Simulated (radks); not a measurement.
Results of a calculation; reference values are marked as such.
Problem. Coulomb parameter of the 3d shell of neutral manganese in the model configuration [Ar] 3d5.5 4s1.5, as a second difference U = [E(n + 0.25) + E(n - 0.25) - 2 E(n)] / (0.25)^2 with all orbitals relaxed. "Bare": the charge of the atom changes with n. "Screened": the 4s shell takes up the change at fixed total charge, which measures U(3d,3d) + U(4s,4s) - 2 U(3d,4s). Code: a radial shooting solver on a logarithmic mesh with Libxc functionals. Model: Dirac Kohn-Sham, PBE, spin-unpolarised, spherical densities, point nucleus; open shells are shared between the two j in proportion to 2j + 1. Estimate both.

Solution. U(bare) = 10.385 eV, U(screened by 4s) = 2.424 eV. The step up makes a negative ion, whose loosely bound charge lowers the bare value.
